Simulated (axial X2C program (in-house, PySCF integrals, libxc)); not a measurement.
**SnTe⁺ along the bond: B97-3, 2c**

Computed with an axial X2C code built on PySCF integrals. Two-component (2c) means X2C with spin–orbit coupling and atomic mean-field two-electron Coulomb and Gaunt terms. Basis: Te dyall-v2z [9s9p7d], Sn dyall-v2z [9s9p7d] (cores contracted in-house); Gaussian nuclei, density fitting, unrestricted open shells. Masses: Te 129.906 u, Sn 119.902 u.

State: Ω = 3/2 (⟨Sz⟩ = 0.50, ⟨Lz⟩ = 1.00 at B97-3). Dipoles are positive if Sn is the positive end and refer to the centre of mass.

Results along the bond:

```json
{"R (Å)": "2.356", "μ (D)": "1.631", "HOMO (eV)": "-12.68", "LUMO (eV)": "-10.72"}
{"R (Å)": "2.464", "μ (D)": "2.178", "HOMO (eV)": "-12.67", "LUMO (eV)": "-10.41"}
{"R (Å)": "2.546", "μ (D)": "2.582", "HOMO (eV)": "-12.51", "LUMO (eV)": "-10.19"}
{"R (Å)": "2.627", "μ (D)": "2.977", "HOMO (eV)": "-12.31", "LUMO (eV)": "-9.99"}
{"R (Å)": "2.708", "μ (D)": "3.356", "HOMO (eV)": "-12.11", "LUMO (eV)": "-9.80"}
{"R (Å)": "2.803", "μ (D)": "3.774", "HOMO (eV)": "-11.89", "LUMO (eV)": "-9.61"}
{"R (Å)": "2.898", "μ (D)": "4.158", "HOMO (eV)": "-11.68", "LUMO (eV)": "-9.43"}
{"R (Å)": "3.019", "μ (D)": "4.588", "HOMO (eV)": "-11.44", "LUMO (eV)": "-9.23"}
{"R (Å)": "3.168", "μ (D)": "4.972", "HOMO (eV)": "-11.17", "LUMO (eV)": "-9.03"}
{"R (Å)": "3.385", "μ (D)": "5.080", "HOMO (eV)": "-10.86", "LUMO (eV)": "-8.81"}
```

The state is a single determinant with fixed occupations, the lowest that a limited PBE0 search found. Density functionals use the spin component along the axis (collinear). The functionals have no current-density term, which raises determinants with orbital currents, atoms included. The determinant is spin-polarised beyond a pure state at some levels (its spin-free form has ⟨S²⟩ too high), which makes Re and μ there less reliable.
